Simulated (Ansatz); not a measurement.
A further run on ZnN₃Cl₃H₉⁻ (relaxed from a model of mer-[ZnCl3(NH3)3]-, whose bonding it doesn't keep).

```yaml
crystal:
  periodic: [false, false, false]
  atoms:
    - {symbol: Cl, position_ang: [-0.753442, -0.005964, 2.729241]}
    - {symbol: Cl, position_ang: [-0.370578, -0.003111, -3.223021]}
    - {symbol: Cl, position_ang: [2.895846, 0.022604, -1.205216]}
    - {symbol: N, position_ang: [-1.759070, -0.013572, -0.341460]}
    - {symbol: N, position_ang: [0.655322, 1.628271, 0.286906]}
    - {symbol: N, position_ang: [0.680820, -1.617978, 0.286826]}
    - {symbol: Zn, position_ang: [0.399056, 0.003051, -1.051387]}
    - {symbol: H, position_ang: [-2.257311, -0.837404, -0.689123]}
    - {symbol: H, position_ang: [-2.269695, 0.802848, -0.688642]}
    - {symbol: H, position_ang: [-1.761208, -0.013842, 0.700207]}
    - {symbol: H, position_ang: [0.250971, 2.541856, 0.064231]}
    - {symbol: H, position_ang: [1.679822, 1.715422, 0.317283]}
    - {symbol: H, position_ang: [0.295631, 1.315257, 1.216580]}
    - {symbol: H, position_ang: [0.291002, -2.537818, 0.063972]}
    - {symbol: H, position_ang: [0.316247, -1.310797, 1.216534]}
    - {symbol: H, position_ang: [1.706587, -1.688823, 0.317070]}
basis:
  gaussian: {orbitals: def2-TZVP}
total_charge: -1
hamiltonian: {xc: {name: HF}}
correlation: {method: rpa}
scf: {omitted_lower_state_checks: [starts]}
```

```sh
$ ansatz run in.yaml --threads 4 --pin off --events-out ev --progress --plain --max-ram 4787MiB
```

Output, abridged:

```
Functional definition: HF
2074 factors; integrals over basis functions are off by at most 1.8e-3 eV
mean field evaluation 1: about -90481.0963 eV, gradient 4.0e1 eV
mean field evaluation 2: about -90481.4605 eV, gradient 4.0e1 eV
mean field evaluation 4: about -90485.3626 eV, gradient 6.9e0 eV
mean field evaluation 8: about -90485.4384 eV, gradient 5.7e-1 eV
mean field -90485.43946458 eV, -3325.2785670895 hartree, gradient 2.8e-6 eV, S^2 0.000000; 0 other end points of the search recorded, 0 dependent functions left out
23 core orbitals not correlated: weight in the atoms' cores, before any rotation towards them, 1.000 or more for the frozen orbitals, at most 0.000 for the correlated occupied ones
reference -90485.43946458 eV, -3325.2785670895 hartree; 33, 33 occupied and 250, 250 virtual orbitals, 2074 factors
Total energy: -90543.18494623 eV, -3327.4006743990 hartree
Checks for a lower state left out: starts
```

Run time 12 s (4 threads of Arm Neoverse V2 on a shared host), peak host memory 1.1 GiB.

Correlated methods freeze 23 core orbitals. The highest occupied level of an anion often lies above zero with these methods, and sets without diffuse functions describe the outer electron poorly.
